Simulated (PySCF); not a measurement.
Te+: ionisation energy

Te+ [Kr] 4d10 5s2 5p3 (4S) → Te(2+) [Kr] 4d10 5s2 5p2 (3P), as a difference of total energies. Computed with PySCF 2.14 in dyall-av2z (22s16p12d, 130 functions), with the non-relativistic Hamiltonian (point nucleus). Correlated levels: valence: [Kr] 4d10 frozen; virtual orbitals above 40 to 60 times the deepest correlated orbital energy dropped. The calculations carry no spin-orbit coupling.

```csv
method,ionisation energy (eV)
UHF,18.289
MP2 (valence),18.612
SCS-MP2 (valence),18.500
CCSD (valence),18.561
CCSD(T) (valence),18.568
```

**Question.** How much does correlation contribute at CCSD(T) (valence)?

**Answer.** 18.568 − (18.289) = 0.279 eV, measured against UHF.

These non-relativistic numbers lack the scalar-relativistic shift.

The reference lies between the lowest fine-structure levels, while these numbers refer to the centres of the terms.

For comparison: 18.6 ± 0.4 eV (measured; NIST Atomic Spectra Database, ionization energies).
